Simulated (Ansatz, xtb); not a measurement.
## Relative energy of two isomers of Cl2GeH6Si2

Structure X: `[SiH3][GeH2][SiH](Cl)Cl`, a singlet. Structure Y: `Cl[SiH2][GeH2][SiH2]Cl`, a singlet. Both are isolated molecules in the gas phase, relaxed with PBE0-D4/def2-SVP, each in the lowest conformer that the search found.

Which of the two would you expect CCSD(T)/def2-SVP + ΔMP2/def2-TZVPP electronic energies to favour?

Structure X; the calculation gives E(Y) − E(X) = +2.5 kcal/mol.

The same difference at several levels:

```tsv
level	geometry	E(Y) − E(X) (kcal/mol)	departure from the last row (kcal/mol)	job, with rough time for the two
PBE0-D4/def2-SVP	PBE0-D4/def2-SVP	+3.2	+0.7	optimisation, 1.9 min
HF/def2-SVP	PBE0-D4/def2-SVP	+1.5	−1.0	part of the CCSD(T) run
MP2/def2-SVP	PBE0-D4/def2-SVP	+3.3	+0.8	part of the CCSD(T) run
CCSD(T)/def2-SVP	PBE0-D4/def2-SVP	+3.0	+0.5	single point
CCSD(T)/def2-SVP + ΔMP2/def2-TZVPP	PBE0-D4/def2-SVP	+2.5		single point, 88 s
```

As drawn, both hold the same kinds of bond in the same numbers.

None of the levels shown reverses the order. The largest departure from CCSD(T)/def2-SVP + ΔMP2/def2-TZVPP is that of HF/def2-SVP, 1.0 kcal/mol. Levels run at GFN2-xTB geometries aren't shown. The last row adds to CCSD(T) the change of the MP2 difference between the two basis sets, here −0.5 kcal/mol.

With thermal terms from frequencies at re-optimised GFN2-xTB minima (ideal gas, soft modes damped towards free rotors, one conformer each, 298.15 K, 1 atm): the zero-point term adds +0.3 kcal/mol; ΔH is +2.6 and ΔG +2.9 kcal/mol.

The correlated steps freeze 29 core orbitals; the filled d shell of Ge is correlated, in a basis made for valence electrons. Programs: Ansatz 0.2.0, xtb 6.7.1; the last row on 2 threads of Arm Neoverse V2 on a shared host.
